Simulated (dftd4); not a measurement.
C$_{2}$HF$_{3}$O$_{2}$, charge -1, doublet, at the geometry of the source list (a state made from the parent by changing its charge; the spin is typed, not shown lowest); D4 for tpssh (dftd4).

Here is a job for dftd4.
```
$ dftd4 mol.xyz --func tpssh --charge -1 --json dftd4.json --noedisp --property

# file mol.xyz
8

O      1.24100000    -0.78730000     0.34200000
C      0.60540000     0.29700000    -0.04900000
O      1.08720000     1.34450000    -0.34540000
C     -0.93040000     0.01890000    -0.07510000
F     -1.37440000    -0.33420000     1.13520000
F     -1.61140000     1.09280000    -0.46180000
F     -1.22270000    -0.97700000    -0.91730000
H      2.20530000    -0.65460000     0.37150000
```

What the program printed (banner, timings and long lists left out):

```
                    ____  _____ _____     ____  _  _
      -------------|  _ \|  ___|_   _|---|  _ \| || |------------
     |             | | | | |_    | | ___ | | | | || |_           |
     |             | |_| |  _|   | ||___|| |_| |__   _|          |
     |             |____/|_|     |_|     |____/   |_|            |
     |             ===================================           |
     |            E. Caldeweyher, S. Ehlert & S. Grimme          |
     |          Mulliken Center for Theoretical Chemistry        |
     |                    University of Bonn                     |
      -----------------------------------------------------------

Rational (Becke-Johnson) damping: tpssh-D4-ATM
---------------------
  s6         1.0000
  s8         1.8590
  s9         1.0000
  a1         0.4429
  a2         4.6023
 alp        16.0000
--------------------

Atomic data, radii in Ångström:
------------------------------------------------------
   Z          R(cov)      r4/r2   hardness         EN
------------------------------------------------------
   8 O        0.8400     1.3725     0.5869     3.4400
   6 C        1.0000     1.6431     0.4220     2.5500
   9 F        0.8533     1.2638     0.6693     3.9800
   1 H        0.4267     1.0622     0.4726     2.2000
------------------------------------------------------

Atomic reference systems (in atomic units):
----------------------------------------------------------------------------
   Z        #      CN     q+Z       C6(AA)   #      CN     q+Z       C6(AA)
----------------------------------------------------------------------------
   8 O      1  0.0000  8.0000      15.5711   2  0.8042  7.6453      20.8489
            3  1.6112  7.4012      24.8631   4  0.9798  8.0000      14.9880
   6 C      1  0.0000  6.0000      49.3833   2  0.9189  5.8288      52.1688
            3  1.9079  5.8579      35.6972   4  2.8312  5.7775      35.8445
            5  3.7487  5.7435      28.6317   6  2.9183  5.8956      32.2504
            7  0.8556  6.2103      25.6194
   9 F      1  0.0000  9.0000       9.7374   2  0.7408  8.7523      11.7796
   1 H      1  0.0000  1.0000       7.6362   2  0.8942  1.0000       3.0374
----------------------------------------------------------------------------

Atomic properties (in atomic units):
----------------------------------------------------------------------------
     #    Z              CN          q      C6(AA)        C8(AA)   alpha(0)
----------------------------------------------------------------------------
     1    8 O        1.6598    -0.5000     22.7136      458.3723     6.4469
     2    6 C        2.6838     0.2996     23.1718      670.1685     7.8523
     3    8 O        0.8560    -0.4785     23.2380      468.9547     6.4683
     4    6 C        3.3248     0.2774     21.9600      635.1203     7.4445
     5    9 F        0.7900    -0.2767     12.1067      207.1608     4.0080
     6    9 F        0.7902    -0.2738     12.0741      206.6031     4.0026
     7    9 F        0.7900    -0.2768     12.1073      207.1714     4.0081
     8    1 H        0.8039     0.2287      0.9814       11.8631     1.5561
----------------------------------------------------------------------------

Molecular properties (in atomic units):
----------------------------------------
 molecular C6                 917.4719
 molecular C8               19526.0099
----------------------------------------

Dispersion energy:      -7.5928858379029E-03 Eh

[Info] JSON dump of results written to 'dftd4.json'
```
